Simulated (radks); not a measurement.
Values are calculated unless marked as measured or tabulated.
Ionisation of the nitrogen ion N+, [He] 2s2 2p2, to [He] 2s2 2p1 as the strength of local exchange is varied. Code: a radial shooting solver on a logarithmic mesh with Libxc functionals. Model: scalar-relativistic Kohn-Sham, Slater X-alpha exchange (alpha = 2/3 is LDA exchange), no correlation, spin-polarised, spherical densities, finite nucleus; open shells are filled with parallel spins first; Fermi nuclear charge, rms radius 2.5582 fm.

| alpha | E(N+) (hartree) | exchange (hartree) | IE (eV) | -e of the level emptied (eV) | <r> of it (bohr) |
|---|---|---|---|---|---|
| 0.647 | -53.06595 | -5.26152 | 28.575 | 20.655 (2p) | 1.264 |
| 0.667 | -53.22879 | -5.43661 | 28.968 | 21.024 (2p) | 1.257 |
| 0.774 | -54.10630 | -6.38588 | 31.116 | 23.050 (2p) | 1.221 |
| 0.844 | -54.68614 | -7.01834 | 32.562 | 24.423 (2p) | 1.199 |
| 0.851 | -54.74437 | -7.08209 | 32.708 | 24.562 (2p) | 1.196 |
| 0.999 | -55.98626 | -8.45098 | 35.878 | 27.594 (2p) | 1.153 |
| ? | -53.52284 | -5.75362 | 29.682 | 21.696 (2p) | 1.245 |

Which alpha was used in the last row?

Answer. alpha = 0.703. NIST Atomic Spectra Database: 29.601 eV (semi-empirical). The Delta-SCF value meets it near alpha = 0.70. Open shells are spherical and high-spin; term and fine-structure splittings are not resolved.
